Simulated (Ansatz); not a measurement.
Kohn–Sham single points on ClH$_{6}$NSi$_{3}$, SMILES `[SiH3]N([SiH3])[Si]Cl`.

```yaml
crystal:
  periodic: [false, false, false]
  atoms:
    - {symbol: Si, position_ang: [-1.347035, -0.201173, 0.399523]}
    - {symbol: N, position_ang: [0.169350, 0.232462, -0.385834]}
    - {symbol: Si, position_ang: [1.646201, -0.311804, 0.389741]}
    - {symbol: Si, position_ang: [0.332605, 1.138267, -1.842438]}
    - {symbol: Cl, position_ang: [-1.700603, 1.493313, -2.289360]}
    - {symbol: H, position_ang: [-0.959469, -0.972019, 1.613489]}
    - {symbol: H, position_ang: [-2.100121, 1.003285, 0.817086]}
    - {symbol: H, position_ang: [-2.176206, -1.064742, -0.471693]}
    - {symbol: H, position_ang: [1.750168, 0.252378, 1.758661]}
    - {symbol: H, position_ang: [2.780202, 0.166442, -0.442648]}
    - {symbol: H, position_ang: [1.670307, -1.793508, 0.473971]}
basis:
  gaussian: {orbitals: def2-TZVPP}
hamiltonian: {xc: {name: r2SCAN0}, dispersion: d4}
output: {orbitals: {seedname: orbitals}}
```

```sh
$ ansatz run in.yaml --threads 4 --pin off --events-out ev --progress --plain
```

Shortened log:

```
Functional definition: r2SCAN0
1707 factors; their error is unknown
mean field evaluation 1: about -37736.3197 eV, gradient 5.8e1 eV
mean field evaluation 2: about -37715.3614 eV, gradient 1.0e2 eV
mean field evaluation 4: about -37742.8070 eV, gradient 4.5e0 eV
mean field evaluation 8: about -37742.8474 eV, gradient 7.4e-2 eV
mean field evaluation 16: about -37742.9303 eV, gradient 2.5e-5 eV
mean field -37742.93028175 eV, -1387.0271047773 hartree, gradient 2.5e-5 eV, S^2 0.000000; 0 other end points of the search recorded, 0 dependent functions left out
reference -37742.93029338 eV, -1387.0271052048 hartree; 36, 36 occupied and 247, 247 virtual orbitals, 1707 factors
Total energy: -37743.04302860 eV, -1387.0312481475 hartree
```

It took 9.1 s on 4 threads of a server CPU on a shared host, with 1 GiB of host memory at the peak.

With the line `hamiltonian: {xc: pbe, dispersion: d4}` and forces (abridged; 5.5 s):

```
Functional definition: PBE
mean field evaluation 16: about -37727.8957 eV, gradient 4.4e-4 eV
mean field -37727.89573517 eV, -1386.4745953812 hartree, gradient 3.7e-5 eV, S^2 0.000000
Total energy: -37728.28915411 eV, -1386.4890532607 hartree
Atom 0 force    -0.162835    -0.050045     0.090169 eV/Å
Atom 1 force    -0.030111    -0.058852     0.096009 eV/Å
Atom 2 force     0.161964    -0.063483     0.091276 eV/Å
Atom 3 force     0.302629     0.206128    -0.347496 eV/Å
Atom 4 force    -0.268861     0.058790    -0.077729 eV/Å
Atom 5 force     0.029411    -0.079400     0.124923 eV/Å
Atom 6 force    -0.083187     0.126122     0.046128 eV/Å
Atom 7 force    -0.091535    -0.091977    -0.090351 eV/Å
Atom 8 force     0.015295     0.058478     0.144731 eV/Å
Atom 9 force     0.120175     0.050611    -0.088120 eV/Å
Atom 10 force     0.007055    -0.156370     0.010460 eV/Å
Dipole moment:     0.151327    -0.144951     0.222707 e Å
```

The same input with `hamiltonian: {xc: {name: revPBE}, dispersion: d4}` (abridged; 4 s):

```
Functional definition: revPBE
mean field evaluation 16: about -37739.3874 eV, gradient 2.0e-4 eV
mean field -37739.38742511 eV, -1386.8969071973 hartree, gradient 4.6e-5 eV, S^2 0.000000
Total energy: -37740.42032340 eV, -1386.9348655093 hartree
```

The same input with `hamiltonian: {xc: {name: PBE-QIDH}}` (abridged; 12 s):

```
Functional definition: PBE-QIDH
mean field evaluation 16: about -37714.3110 eV, gradient 1.2e-4 eV
mean field -37714.31097793 eV, -1385.9753647608 hartree, gradient 9.1e-6 eV, S^2 0.000000
21 core orbitals not correlated: weight in the atoms' cores, before any rotation towards them, 1.000 or more for the frozen orbitals, at most 0.000 for the correlated occupied ones
second order -23.30002404 eV of doubles, -0.00000000 eV of singles
Total energy: -37722.07766768 eV, -1386.2607853447 hartree
```

Changing it to `hamiltonian: {xc: lda}` (abridged; 2.9 s):

```
Functional definition: SPW92
mean field evaluation 16: about -37599.1119 eV, gradient 2.6e-4 eV
mean field -37599.11194084 eV, -1381.7418782323 hartree, gradient 2.2e-5 eV, S^2 0.000000
Total energy: -37599.11198689 eV, -1381.7418799249 hartree
```

Changing it to `hamiltonian: {xc: {name: B97M-V}}` (abridged; 12 s):

```
Functional definition: B97M-V
mean field evaluation 16: about -37737.9267 eV, gradient 2.4e-4 eV
mean field -37737.92665045 eV, -1386.8432247184 hartree, gradient 3.2e-5 eV, S^2 0.000000
Total energy: -37737.92672369 eV, -1386.8432274102 hartree
```
